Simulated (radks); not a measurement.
Ionisation of neutral tellurium, [Kr] 4d10 5s2 5p4, to [Kr] 4d10 5s2 5p3 as the strength of local exchange is varied. All-electron calculation, scalar-relativistic Kohn-Sham, Slater X-alpha exchange (alpha = 2/3 is LDA exchange), no correlation, spin-unpolarised, spherical densities, finite nucleus; Fermi nuclear charge, rms radius 4.7423 fm. Program: a radial shooting solver on a logarithmic mesh with Libxc functionals.

| alpha | E(Te) (hartree) | exchange (hartree) | IE (eV) | -e of the level emptied (eV) | <r> of it (bohr) |
|---|---|---|---|---|---|
| 0.667 | -6783.74267 | -164.87122 | 8.766 | 5.033 (5p) | 2.707 |
| 0.735 | -6800.61276 | -182.11522 | 9.394 | 5.588 (5p) | 2.656 |
| 0.773 | -6810.05777 | -191.78651 | 9.753 | 5.908 (5p) | 2.629 |
| 0.857 | -6830.98098 | -213.25394 | 10.568 | 6.640 (5p) | 2.572 |
| 0.98 | -6861.72965 | -244.90876 | 11.813 | 7.770 (5p) | 2.494 |

NIST Atomic Spectra Database: 9.010 eV (measured). The Delta-SCF value meets it near alpha = 0.69. Spin polarisation and multiplet splitting are left out, so open shells lie too high by an amount that depends on their filling. Spin-orbit splitting is averaged out at the scalar-relativistic level.

Beside tabulated values, note that spin-unpolarised runs miss the spin-polarisation part of the exchange energy of open shells.
